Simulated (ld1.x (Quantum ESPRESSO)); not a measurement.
Bi (Z = 83), TM: configuration errors across variants

- Element: bismuth (Bi)
- Generator: ld1.x (Quantum ESPRESSO) 7.5
- Type: norm-conserving Troullier–Martins (Kleinman–Bylander form)
- Functional: LDA (PZ)
- Relativity: fully relativistic
- Frozen core: [Xe] 4f14 5d10
- Valence charge: 5
- Reference configuration: 6s2 6p3
- Partial waves: 6s (bound): rc 1.45 bohr; 6p (bound): rc 2.55 bohr
- Local potential: all-electron potential smoothed inside 1.85 bohr (lloc = -1)
- Core correction: none

Open shells are filled in proportion to 2j + 1 (rel_dist='average').

All-electron excitation energies from the reference (eV): (1) 6s2 6p2 8.305; (2) 6s2 6p1 24.051; (3) 6s2 6p0 47.985; (4) 6s0 6p5 20.232; (5) 6s1 6p3 18.963; (6) 6s1 6p0 93.882; (7) 6s2 6p3.3 -1.195.

Tests that are not counted but printed errors over 1 eV. “all radii scaled by about 1.10 (s 1.60, p 2.80 bohr); local potential all-electron potential smoothed inside 2.04 bohr (lloc = -1)”: 6s2 6p0 (solver errors, printed error -20.0 eV); 6s1 6p0 (solver errors, printed error +6.2 eV).

1 further variants failed, have other tests or another functional or relativity, and are left out.

A true bound ghost makes a file unfit for plane-wave use even where its test errors are small: the radial tests pick states by their node count and pass the ghost by. Where a test does run into it, the solver fails or the error is huge.

Errors AE − PS in meV (a dash: test not solved or not reliable):

| change | (1) | (2) | (3) | (4) | (5) | (6) | (7) | bound ghosts |
| --- | --- | --- | --- | --- | --- | --- | --- | --- |
| base | +9.6 | +44 | +94 | +113 | +34 | +378 | +0.5 | s, d |
| core correction a·sin(br)/r model core inside 0.82 bohr | -5.7 | -60 | -293 | -106 | -46 | -956 | 0.0 | s, d |
| wave 6p (bound): rc 2.55 bohr becomes 6p (bound): rc 2.90 bohr | +10 | +43 | +66 | +142 | +47 | +322 | +0.6 | s, d |
| all radii scaled by about 1.10 (s 1.60, p 2.80 bohr); local potential all-electron potential smoothed inside 2.04 bohr (lloc = -1) | +112 | +466 | – | +81 | +351 | – | +2.1 | s, d |
| local potential all-electron potential smoothed inside 2.00 bohr (lloc = -1) | -0.1 | -7.3 | -26 | +101 | +12 | +245 | +0.1 | s, d |

(1) Give the same row for: local potential the p channel.

Results:

(1) +123, +283, +537, -156, +12, +892, -36; bound ghosts: none.
